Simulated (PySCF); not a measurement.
Species: C5H8F2Si.
Bonds: F1–C2, C2–F3, C2–Si4, Si4–C5, C5–C6, C6–C7 (double), C7–C8, Si4–C8. Hydrogens: H9 on C2; H10 on Si4; H11, H12 on C5; H13 on C6; H14 on C7; H15, H16 on C8.

All values: B3LYP/def2-SVPD (PySCF, non-relativistic), on one gas-phase PBE0-D3(BJ)/def2-SVP geometry that isn't relaxed in the solvent. The solvent is an IEF-PCM continuum (cavity from Bondi-type radii × 1.2). The model holds no explicit solvent molecules, cavitation or dispersion.

Gas phase at B3LYP/def2-SVPD: HOMO -7.15 eV, LUMO -0.16 eV, dipole 2.58 D.

**Question.** What does the continuum do to the energy, the frontier levels and the dipole at B3LYP/def2-SVPD in benzene and dichloromethane?

**Answer.** 
| solvent | ε | E(solvent) − E(gas) (kJ/mol) | polarisation term (kJ/mol) | distortion of the solute (kJ/mol) | HOMO (eV) | LUMO (eV) | dipole (D) |
| --- | --- | --- | --- | --- | --- | --- | --- |
| benzene | 2.271 | -7.10 | -7.53 | 0.43 | -7.00 | -0.01 | 2.83 |
| dichloromethane | 8.93 | -13.33 | -14.91 | 1.58 | -6.91 | 0.08 | 3.05 |

The first energy column is the sum of the next two and covers electrostatics alone. From benzene to dichloromethane the lowering changes by a factor 1.88, Onsager's factor (ε − 1)/(2ε + 1) by 1.83 and ε itself by 3.9.

**Question.** Which radius a makes the point-dipole formula ΔE = −[(ε − 1)/(2ε + 1)]·μ²/a³ give the value in dichloromethane, with the gas-phase dipole?

**Answer.** μ = 1.015 au and |ΔE| = 0.00508 Eh give a = 2.33 Å; the farthest nucleus lies 3.08 Å from the centroid of the nuclei, so such a sphere wouldn't even hold the nuclei. The formula assumes a rigid point dipole at the centre of a sphere.

**Question.** How does the static polarisability (B3LYP/def2-SVPD, frozen core, with the continuum's full static response) change?

**Answer.** 
| medium | isotropic (au) | principal values (au) | ⟨r²⟩ of the electrons (bohr²) |
| --- | --- | --- | --- |
| gas | 84.0 | 71.4, 89.8, 90.7 | 1213.5 |
| benzene | 96.1 | 81.1, 102.7, 104.5 | 1213.6 |
| dichloromethane | 109.5 | 92.8, 114.9, 120.7 | 1213.8 |

The isotropic value in dichloromethane is 1.30 times the gas-phase one; no cavity-field correction is applied. ⟨r²⟩ is taken about the centre of nuclear charge.

Time: 30 s of wall time. Hardware: x86-64 server, one thread, no GPU (shared host). This is the whole response run at B3LYP/def2-SVPD in dichloromethane, SCF included.
